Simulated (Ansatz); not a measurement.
Gas-phase electronic energies from Ansatz, PBE0-D4/def2-TZVP geometries. CBS: MP2 limit from def2 TZ/QZ plus the TZ coupled-cluster correction, frozen cores. This one scheme is used for every species. DFT in def2-TZVPP. HSE06 is defined as in plane-wave codes. For Sc outer-core shells are correlated without core-valence functions, which leaves a few kJ/mol of doubt a bond. Scalar relativity is left out up to krypton. Each species was taken in one conformer, which may not be the lowest.

Reaction (ligand exchange at the Sc–Cl bond): `[OH][Sc]([F])[Cl]` + H–F → `[OH][Sc]([F])[F]` + HCl

`[OH][Sc]([F])[Cl]`:

```xyz
5

O     1.205   -0.137   -0.546
Sc   -0.435    0.121    0.243
F    -0.682    1.608    1.289
Cl   -2.165   -1.380   -0.061
H     2.077   -0.211   -0.924
```

H–F:

```xyz
2

F    -0.147    0.345    0.266
H     0.147   -0.345   -0.266
```

`[OH][Sc]([F])[F]`:

Cartesian coordinates in Å:
```
O -0.422 -0.107 1.222
Sc 0.181 0.046 -0.522
F -0.992 -0.103 -1.941
F 1.968 0.349 -0.878
H -0.734 -0.185 2.119
```

HCl:

Cartesian coordinates in Å:
```
Cl -0.354 -0.431 -0.313
H 0.354 0.431 0.313
```

Task: Is it downhill or uphill in electronic energy at CCSD(T)/CBS, and by how much? (An estimate is asked.)

Result: Computed: Nearly level: ΔE = 0.00 eV.

Task: What do these levels give: B97M-V, r2SCANh-D4, HSE06-D4, CAM-B3LYP-D4, BLYP, PBE0, r2SCAN0, HSE06, RPA@PBE/def2-TZVPP, MP2/def2-SVP, MP2/def2-QZVPP, MP2/CBS(def2)? (An estimate is asked.)

Result: The calculation gave: B97M-V -0.09, r2SCANh-D4 -0.06, HSE06-D4 -0.03, CAM-B3LYP-D4 -0.15, BLYP -0.20, PBE0 -0.06, r2SCAN0 -0.03, HSE06 -0.05, RPA@PBE/def2-TZVPP -0.08, MP2/def2-SVP -0.16, MP2/def2-QZVPP 0.00, MP2/CBS(def2) 0.02 eV.

Largest T1 diagnostic among the species: 0.017.

From r2SCAN to r2SCAN0 (25 % exact exchange), in def2-TZVPP and without D4, ΔE moves by +0.06 eV. In def2-TZVPP, CCSD(T) changes the Hartree–Fock value by −0.07 eV (the triples alone add +0.00 eV) and MP2 by −0.04 eV. At CCSD(T), def2-SVP lies −0.17 eV from the extrapolated value and def2-TZVPP −0.04 eV.
